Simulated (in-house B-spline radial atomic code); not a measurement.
A fraction x of an electron is moved 3d → 4d in Fe, starting from [Ar] 3d6 4s2 and keeping the highest spin. Level of theory: non-relativistic r2SCAN0, spin-polarised, spherical fractional occupations, point nucleus; calculated with a radial B-spline atomic code at the basis-set limit.

Caution: exact exchange at fractional occupations of open shells leaves self-interaction of up to several eV.

| x | E(x) - E(0) (eV) | 3d down level (eV) | 4d up level (eV) |
| --- | --- | --- | --- |
| 0 | 0.0000 | -3.214 | - |
| 0.125 | 0.4648 | -4.363 | -0.123 |
| 0.25 | ? | ? | ? |
| 0.375 | 1.7845 | -6.581 | -0.274 |
| 0.5 | ? | ? | ? |
| 0.625 | 3.6084 | -8.659 | -0.406 |
| 0.75 | 4.6971 | -9.616 | -0.464 |
| 0.875 | 5.8959 | -10.553 | -0.527 |
| 1 | 7.2026 | - | -0.589 |

(1) What belongs in the row x = 0.25?

(2) What belongs in the row x = 0.5?

(3) Check Janak's theorem between x = 0.625 and 0.75.

Results:

(1) An energy change of 1.0600 eV; 3d down at -5.484 eV, 4d up at -0.202 eV.

(2) An energy change of 2.6356 eV; 3d down at -7.648 eV, 4d up at -0.342 eV.

(3) The slope of the energy is 8.71 eV; the orbital levels give 8.70 eV (ε of the receiving orbital less ε of the emptying one, averaged over the two points).
